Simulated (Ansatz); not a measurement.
Geometry optimisation, RKS LDA/def2-mTZVP (Ansatz 0.2.0).

Input:

```yaml
crystal:
  periodic: [false, false, false]
  atoms:
    - { symbol: B, position_ang: [0.0, 0.0, 0.0] }
    - { symbol: Cl, position_ang: [0.0, 0.0, 2.21] }
    - { symbol: F, position_ang: [1.1431, 0.0, -0.66] }
    - { symbol: O, position_ang: [-1.2211, 0.0, -0.705] }
    - { symbol: H, position_ang: [-1.7308, -0.8467, -0.4965] }
    - { symbol: F, position_ang: [0.0726, 1.5356, 0.5108] }
    - { symbol: H, position_ang: [0.0564, 1.1931, 1.5499] }
basis:
  gaussian: { orbitals: def2-mTZVP }
hamiltonian:
  xc: lda
relax:
  f_tol: 0.15
  max_steps: 25
  restrain:
    - { distance: [0, 5], at: 2.52, k: 30.0 }
    - { distance: [6, 1], at: 2.57, k: 30.0 }
    - { distance: [0, 1], at: 1.86, k: 30.0 }
    - { distance: [6, 5], at: 0.92, k: 30.0 }
```

Command:

```bash
$ ansatz run input.yaml --threads 2 --pin off --max-ram 3072MiB --backend cpu --events-out ev --progress --plain --runs-dir out
```

Task: Where does it end, and by what steps?

Result: The forces met the threshold. The restraints hold the end off the free minimum; the threshold counts their pulls, which the force column leaves out. Restrained pairs: B1–F6 (1.62 → 2.52 Å), Cl2–H7 (1.36 → 2.57 Å), B1–Cl2 (2.21 → 1.84 Å), F6–H7 (1.09 → 0.94 Å). After 8 steps the energy has fallen by 1.842 eV (the restraints' own energy left out); Cl2 moved furthest, 0.77 Å.

```tsv
step	energy less start (eV)	largest force component (eV/Å)	accepted
0	0.0000	4.632	yes
1	-0.6255	2.911	yes
2	-0.6899	2.601	yes
3	-1.0233	2.450	yes
4	-1.5590	1.215	yes
5	-1.7185	0.893	yes
6	-1.7961	1.115	yes
7	-1.8111	0.721	yes
8	-1.8424	0.736	yes
```

```xyz
7
Properties=species:S:1:pos:R:3
B 0.056 -0.344 0.011
Cl -0.027 -0.664 1.817
F 1.247 -0.203 -0.518
O -1.038 -0.389 -0.749
H -1.868 -0.495 -0.246
F -0.125 2.097 0.604
H 0.076 1.881 1.492
```

Time of the run: 15 s on 2 threads of Arm Neoverse V1 (shared host), peak memory 0.14 GiB.
